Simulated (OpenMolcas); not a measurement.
## 3s² 3p² along the 14-electron sequence

```
Program             : OpenMolcas 26.06
Method              : CASSCF
Basis               : ANO-RCC-VQZP
Scalar Hamiltonian  : DKH2, point nucleus
Spin-orbit coupling : RASSI with atomic mean-field integrals over the reference wave functions, term energies averaged over their components
```

Active space for each ion: 2 electrons in 3 orbitals (3p).

Computed levels in cm-1 above ³P₀:

```json
{"Level": "³P₁", "Si": "66.4", "S2+": "264", "Cl3+": "439", "Ar4+": "689"}
{"Level": "³P₂", "Si": "195", "S2+": "755", "Cl3+": "1233", "Ar4+": "1890"}
{"Level": "¹D₂", "Si": "8736", "S2+": "14278", "Cl3+": "16893", "Ar4+": "19526"}
{"Level": "¹S₀", "Si": "21305", "S2+": "34682", "Cl3+": "40737", "Ar4+": "46614"}
{"Level": "weight of ³P in the lowest level (%)", "Si": "100", "S2+": "100", "Cl3+": "100", "Ar4+": "100"}
```

Measured, with the error of the calculation in %. Measured levels: Si from NIST Handbook of Basic Atomic Spectroscopic Data; S2+ from NIST levels in Podobedova, Kelleher and Wiese, J. Phys. Chem. Ref. Data 38, 171 (2009); Cl3+ from Moore, Atomic Energy Levels, vol. I, NSRDS-NBS 35 (1971 reprint of NBS Circular 467, 1949); Ar4+ from Saloman, J. Phys. Chem. Ref. Data 39, 033101 (2010).

| Level | Si | S2+ | Cl3+ | Ar4+ |
| --- | --- | --- | --- | --- |
| ³P₁ | 77.1 (-13.9) | 299 (-11.5) | 491 (-10.5) | 763 (-9.8) |
| ³P₂ | 223 (-12.5) | 833 (-9.3) | 1341 (-8.1) | 2029 (-6.9) |
| ¹D₂ | 6299 (+38.7) | 11323 (+26.1) | 13766 (+22.7) | 16299 (+19.8) |
| ¹S₀ | 15394 (+38.4) | 27161 (+27.7) | 32550 (+25.2) | 37912 (+23.0) |

The fine-structure level ³P₂ changes by a factor of 9.69 from Si to Ar4+. Its fourth root runs 3.74, 5.24, 5.93, 6.59, with steps per unit of Z of 0.75, 0.68, 0.67; equal steps would mean a (Z - σ)^4 law with constant σ.

¹D₂ changes by a factor of 2.24 over the same range, with steps per unit of Z of +2770, +2620, +2630 cm-1.

With the s shell closed, the reference lacks s² → p² mixing. Without dynamic correlation excited terms often stand tens of per cent too high (terms of higher spin than the ground term too low), and those without a measured partner can miss by more than the paired ones (holds for Si). Measured partners are found by configuration, term and J. A level has none where our copy of the source lacks it or the pairing is in doubt (some pairs that miss far off the trend of their configuration count as doubtful), and it then counts in no deviation. Levels of configurations outside the active space are missing.
